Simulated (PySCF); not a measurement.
CH2AlNO2.

```xyz
7

Al    -0.5226    -1.1777     0.0000
H     -1.9982    -1.6998     0.0000
N     -0.1582     0.5644     0.0000
C      0.0492     1.7475     0.0000
O      0.2545     2.8976     0.0000
O      0.7362    -2.3083     0.0000
H      1.6792    -2.1395     0.0000
```

Geometry: PBE0-D3(BJ)/def2-SVP. The values are those of a single conformer.

These are KT2/pcSseg-1 (PySCF) values and carry that method's errors. Non-relativistic, no solvent.

Question: Give the absolute GIAO shielding of each atom: isotropic value and principal components (ppm). (The exact figures need the calculation; the answer reports its results.)

Answer: 
```json
[
 {"atom": "Al1", "σ(iso)": "457.6", "σ11": "416.7", "σ22": "441.8", "σ33": "514.2", "span": "97.5"},
 {"atom": "H2", "σ(iso)": "27.2", "σ11": "23.5", "σ22": "25.0", "σ33": "33.1", "span": "9.6"},
 {"atom": "N3", "σ(iso)": "209.9", "σ11": "142.1", "σ22": "149.8", "σ33": "337.7", "span": "195.6"},
 {"atom": "C4", "σ(iso)": "66.4", "σ11": "-41.3", "σ22": "-40.0", "σ33": "280.5", "span": "321.8"},
 {"atom": "O5", "σ(iso)": "204.0", "σ11": "104.2", "σ22": "118.4", "σ33": "389.4", "span": "285.1"},
 {"atom": "O6", "σ(iso)": "269.6", "σ11": "193.7", "σ22": "287.9", "σ33": "327.2", "span": "133.5"},
 {"atom": "H7", "σ(iso)": "28.7", "σ11": "22.0", "σ22": "22.8", "σ33": "41.3", "span": "19.3"}
]
```
